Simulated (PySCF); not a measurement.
`NC(=O)[C@@H]1C=C[S@](=O)C1`, C$_{5}$H$_{7}$NO$_{2}$S

Molfile (atoms numbered from 1):
```
C5H7NO2S
     RDKit          3D

 16 16  0  0  0  0  0  0  0  0999 V2000
    1.7686    0.4884    0.4452 N   0  0  0  0  0  0  0  0  0  0  0  0
    1.4462   -0.6220   -0.2259 C   0  0  0  0  0  0  0  0  0  0  0  0
    2.2424   -1.3530   -0.7705 O   0  0  0  0  0  0  0  0  0  0  0  0
   -0.0753   -0.9206   -0.2812 C   0  0  2  0  0  0  0  0  0  0  0  0
   -0.7130    0.0485   -1.2215 C   0  0  0  0  0  0  0  0  0  0  0  0
   -1.4535    0.9991   -0.6803 C   0  0  0  0  0  0  0  0  0  0  0  0
   -1.4923    0.9538    1.1302 S   0  0  0  0  0  4  0  0  0  0  0  0
   -0.3828    1.8416    1.5419 O   0  0  0  0  0  0  0  0  0  0  0  0
   -0.7788   -0.7568    1.0612 C   0  0  0  0  0  0  0  0  0  0  0  0
    2.7419    0.7368    0.5083 H   0  0  0  0  0  0  0  0  0  0  0  0
    1.0818    1.1059    0.8823 H   0  0  0  0  0  0  0  0  0  0  0  0
   -0.1660   -1.9438   -0.6568 H   0  0  0  0  0  0  0  0  0  0  0  0
   -0.5223   -0.0446   -2.2796 H   0  0  0  0  0  0  0  0  0  0  0  0
   -1.9540    1.8015   -1.1882 H   0  0  0  0  0  0  0  0  0  0  0  0
   -1.6274   -1.4343    1.1412 H   0  0  0  0  0  0  0  0  0  0  0  0
   -0.1228   -0.8917    1.9178 H   0  0  0  0  0  0  0  0  0  0  0  0
  1  2  1  0
  2  3  2  0
  2  4  1  0
  4  5  1  0
  5  6  2  0
  6  7  1  0
  7  8  2  0
  7  9  1  6
  9  4  1  0
  1 10  1  0
  1 11  1  0
  4 12  1  6
  5 13  1  0
  6 14  1  0
  9 15  1  0
  9 16  1  0
M  END
```

Level of theory: PySCF, GIAO B97-2/pcSseg-1 magnetisability, rotational g tensor and spin-rotation constants, non-relativistic, gas phase. Geometry: GFN2-xTB.

**Question.** What are the magnetisability and the molar susceptibility?

**Answer.** Isotropic -1209 × 10⁻³⁰ J/T², or -72.8 × 10⁻⁶ cm³/mol; principal values -1421, -1138, -1069 × 10⁻³⁰ J/T², anisotropy 323 × 10⁻³⁰ J/T² (root of half the summed squared differences of the principal values). The susceptibility is in cgs units.

**Question.** Split it along the inertial axes a, b, c into diamagnetic and paramagnetic parts about the centre of mass, with the quadrupole moment.

**Answer.** 
| axis | χ (10⁻⁶ cm³/mol) | diamagnetic (10⁻⁶ cm³/mol) | paramagnetic (10⁻⁶ cm³/mol) | summed x² of all electrons (Å²) | quadrupole Θ (D Å) |
| --- | --- | --- | --- | --- | --- |
| a | -65.1 | -563.4 | 498.2 | 208.3 | -17.87 |
| b | -81.3 | -1097.8 | 1016.5 | 82.4 | +7.21 |
| c | -72.0 | -1233.3 | 1161.3 | 50.4 | +10.67 |

Anisotropies 2χaa − χbb − χcc = +23.0 and 2χbb − χaa − χcc = -25.4 × 10⁻⁶ cm³/mol. Θ is traceless in Buckingham's convention.

**Question.** And the rotational g tensor?

**Answer.** 
| axis | rotational constant (GHz) | g | nuclear part | electronic part |
| --- | --- | --- | --- | --- |
| a | 2.6952 | -0.0428 | 0.5880 | -0.6308 |
| b | 1.1489 | -0.0175 | 0.5312 | -0.5487 |
| c | 1.0096 | -0.0208 | 0.5301 | -0.5508 |

Asymmetric top; isotopes 12C, 1H, 14N, 16O, 32S; no vibrational averaging.
